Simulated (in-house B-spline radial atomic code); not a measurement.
**Binding energies in Ga⁸⁺**

NIST's tabulated ground configuration is [Ar] 3d5; each binding energy is the energy of the ion with one electron taken from that subshell, relaxed, less that of the parent. Method: Dirac-Hartree-Fock, average of configuration, Fermi nucleus of rms radius 3.9973 fm. Calculated with a radial B-spline atomic code at the basis-set limit. Energies include first-order Breit, QED and recoil terms.

```json
{"subshell": "1s", "X-ray name": "K", "binding energy (eV)": "10580.4", "-ε (eV)": "10639.3", "relaxation (eV)": "38.6"}
{"subshell": "2s", "X-ray name": "L1", "binding energy (eV)": "1521", "-ε (eV)": "1537.3", "relaxation (eV)": "14.6"}
{"subshell": "2p1/2", "X-ray name": "L2", "binding energy (eV)": "1359.3", "-ε (eV)": "1377.5", "relaxation (eV)": "16.5"}
{"subshell": "2p3/2", "X-ray name": "L3", "binding energy (eV)": "1332.2", "-ε (eV)": "1349.5", "relaxation (eV)": "16.2"}
{"subshell": "3s", "X-ray name": "M1", "binding energy (eV)": "351.5", "-ε (eV)": "354.0", "relaxation (eV)": "2.3"}
{"subshell": "3p1/2", "X-ray name": "M2", "binding energy (eV)": "295.5", "-ε (eV)": "298.1", "relaxation (eV)": "2.4"}
{"subshell": "3p3/2", "X-ray name": "M3", "binding energy (eV)": "291.3", "-ε (eV)": "293.7", "relaxation (eV)": "2.3"}
{"subshell": "3d", "X-ray name": "M4,5", "binding energy (eV)": "206.2", "-ε (eV)": "208.6", "relaxation (eV)": "2.5"}
```

Relaxation = -ε minus the binding energy without Breit, QED and recoil terms.

Emission lines follow as differences of binding energies, with λ = 12398.42 eV·Å / E:

| line | holes | energy (eV) | wavelength (Å) |
| --- | --- | --- | --- |
| K-L3 | 1s → 2p3/2 | 9248.2 | 1.3406 |
| K-L2 | 1s → 2p1/2 | 9221.1 | 1.3446 |
| K-M3 | 1s → 3p3/2 | 10289.1 | 1.205 |
| L1-M3 | 2s → 3p3/2 | 1229.7 | 10.082 |
| L3-M1 | 2p3/2 → 3s | 980.7 | 12.642 |

Q: What screening constant σ does Moseley's law, E = (3/4)·13.6057 eV·(Z - σ)², need for K-L3?

A: σ = 0.90.

Q: What does it cost to remove both a 2p3/2 and a 3p1/2 electron?

A: 1670.1 eV, which is 42.33 eV more than the two single binding energies together.

Q: What does it cost to remove both a 3p3/2 and a 3d electron?

A: 530.45 eV, which is 32.95 eV more than the two single binding energies together.

Q: What does it cost to remove both a 2s and a 3d electron?

A: 1769.2 eV, which is 41.98 eV more than the two single binding energies together.
